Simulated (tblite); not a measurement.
Compound: C₅H₇N₃S.
SMILES with atom numbers: `[CH3:1][S:2][c:3]1[cH:4][n:5][c:6]([CH3:7])[n:8][n:9]1` (hydrogens: H10, H11, H12 on C1; H13 on C4; H14, H15, H16 on C7)

Computed with GFN2-xTB (tblite), gas phase: L-BFGS steps from a force-field or distance-geometry start until the largest atomic force falls under 0.01 eV/Å.

Step 13: E = -714.3586 eV
```
atom  x, y, z in Å  |  force x, y, z in eV/Å
C1      3.2746   -0.7807   -0.3016   -0.006  -0.020   0.003
S2      2.5371    0.8748   -0.3446    0.051   0.045  -0.007
C3      0.8479    0.5321   -0.1225   -0.017  -0.018   0.012
C4     -0.0856    1.5880   -0.0924    0.010   0.023  -0.011
N5     -1.3561    1.3369    0.0689   -0.014  -0.016   0.023
C6     -1.6991    0.0426    0.2051    0.022  -0.018  -0.014
C7     -3.1407   -0.2636    0.4093    0.015  -0.012  -0.001
N8     -0.8379   -0.9557    0.1766    0.013   0.015   0.005
N9      0.4351   -0.7201    0.0149    0.012  -0.025  -0.013
H10     3.0662   -1.2440    0.6564   -0.037   0.006   0.012
H11     2.8684   -1.3801   -1.1089   -0.042   0.010  -0.005
H12     4.3420   -0.6317   -0.4329   -0.008  -0.018   0.003
H13     0.2192    2.6184   -0.2029    0.012   0.051  -0.012
H14    -3.3540   -0.2849    1.4772   -0.008   0.001   0.006
H15    -3.7458    0.5141   -0.0477   -0.004  -0.009  -0.001
H16    -3.3787   -1.2372   -0.0074    0.000  -0.014  -0.002
```

Step 14: E = -714.3591 eV
```
atom  x, y, z in Å  |  force x, y, z in eV/Å
C1      3.2715   -0.7806   -0.3011   -0.001  -0.026   0.003
S2      2.5376    0.8760   -0.3443    0.061   0.054  -0.009
C3      0.8491    0.5334   -0.1232   -0.026  -0.016   0.020
C4     -0.0855    1.5886   -0.0919    0.029   0.020  -0.020
N5     -1.3555    1.3370    0.0701   -0.012  -0.035   0.026
C6     -1.6963    0.0419    0.2056    0.009  -0.023  -0.016
C7     -3.1381   -0.2638    0.4093    0.000  -0.022  -0.001
N8     -0.8345   -0.9563    0.1754   -0.004   0.037   0.009
N9      0.4384   -0.7194    0.0140   -0.006  -0.025  -0.015
H10     3.0614   -1.2444    0.6565   -0.030   0.013   0.012
H11     2.8632   -1.3796   -1.1078   -0.035   0.014  -0.008
H12     4.3391   -0.6325   -0.4325   -0.013  -0.028   0.004
H13     0.2190    2.6184   -0.2040    0.015   0.065  -0.010
H14    -3.3541   -0.2851    1.4764    0.002   0.001   0.023
H15    -3.7454    0.5117   -0.0478    0.006   0.012  -0.008
H16    -3.3775   -1.2365   -0.0070    0.006  -0.041  -0.009
```

Problem. Estimate the geometry and energy of step 15. (The exact step hangs on the optimiser's Hessian estimate; all steps are aligned on step 14, rigid shifts and turns removed.)

Solution. E = -714.3597 eV, largest force 0.067 eV/Å
```
atom  x, y, z in Å  |  force x, y, z in eV/Å
C1      3.2671   -0.7807   -0.3004   -0.001  -0.022   0.001
S2      2.5392    0.8786   -0.3440    0.049   0.039  -0.006
C3      0.8506    0.5352   -0.1239   -0.017  -0.009   0.021
C4     -0.0852    1.5895   -0.0917    0.042   0.021  -0.024
N5     -1.3545    1.3368    0.0721    0.001  -0.045   0.018
C6     -1.6927    0.0407    0.2061   -0.013  -0.014  -0.010
C7     -3.1347   -0.2645    0.4095   -0.018  -0.032  -0.001
N8     -0.8300   -0.9568    0.1740   -0.019   0.039   0.008
N9      0.4428   -0.7188    0.0126   -0.024  -0.002  -0.013
H10     3.0543   -1.2447    0.6569   -0.022   0.023   0.009
H11     2.8557   -1.3787   -1.1065   -0.026   0.021  -0.009
H12     4.3348   -0.6341   -0.4319   -0.012  -0.043   0.005
H13     0.2190    2.6195   -0.2057    0.012   0.059  -0.005
H14    -3.3539   -0.2852    1.4757    0.014   0.000   0.032
H15    -3.7445    0.5086   -0.0482    0.022   0.029  -0.014
H16    -3.3756   -1.2364   -0.0068    0.012  -0.064  -0.014
```

The energy changes by -0.0006 eV. The first-order estimate −F·Δx gives -0.0009 eV and the mean of the old and new forces, exact on a quadratic surface, -0.0006 eV. The step makes an angle of 71° with the force vector and moves no atom by more than 0.008 Å.

What follows is the cost of the whole relaxation. Time: 0.3 s wall. Hardware: one thread, Intel Xeon Platinum 8375C at 2.90 GHz (x86_64), no GPU, shared host.
